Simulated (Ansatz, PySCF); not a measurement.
HfFH3, SMILES [F][HfH3], multiplicity 1. Atoms are numbered in the order given.

```xyz
5

Hf     0.0000     0.0000    -0.1808
F      0.0000     0.0000     1.6992
H      1.5229    -0.8793    -0.7587
H      0.0000     1.7585    -0.7587
H     -1.5229    -0.8793    -0.7587
```
Charge 0, spin multiplicity 1.

Geometry: r2SCAN-D4/def2-TZVP. The multiplicity is an assumed one; no other spin state was optimised. The structure was generated by enumeration; whether it is a known compound was not checked. The def2 effective core potentials stand for the cores of Hf; spin–orbit coupling is left out.

Vertical ionisation energy (IE) and electron affinity (EA) in eV. Rows of orbital energies are one-electron estimates. Where ΔSCF, EOM or ADC give a negative EA the extra electron is unbound and the value depends on the basis.

```
level                                                                       IE    EA
-----------------------------------------------------------------------  -----  ----
−ε(HOMO), −ε(LUMO), M06-2X/def2-TZVPD (PySCF)                             9.74  1.27
−ε(HOMO), −ε(LUMO), CAM-B3LYP/def2-TZVPD (PySCF)                          9.99  0.92
−ε(HOMO), −ε(LUMO), PBE/def2-TZVPD (PySCF)                                7.17  2.89
ΔSCF, ωB97X-V/def2-TZVPD (Ansatz), final states of multiplicity 2 and 2      …     …
ΔSCF, PBE/def2-TZVPD (Ansatz), final states of multiplicity 2 and 2      10.48  0.18
```

Fill in the missing entries. (The exact figures need the calculation; the answer reports its results.)


- ΔSCF, ωB97X-V/def2-TZVPD (Ansatz, a quantum-chemistry and plane-wave program), final states of multiplicity 2 and 2, IE: 11.22
- ΔSCF, ωB97X-V/def2-TZVPD (Ansatz), final states of multiplicity 2 and 2, EA: 0.02

What vertical singlet–triplet gap does ΔSCF give with ωB97X-V/def2-TZVPD (Ansatz) and with PBE/def2-TZVPD (Ansatz)? (An estimate is asked for; the answer gives what the named calculation found.)

4.66 and 3.98 eV (triplet above singlet where positive).
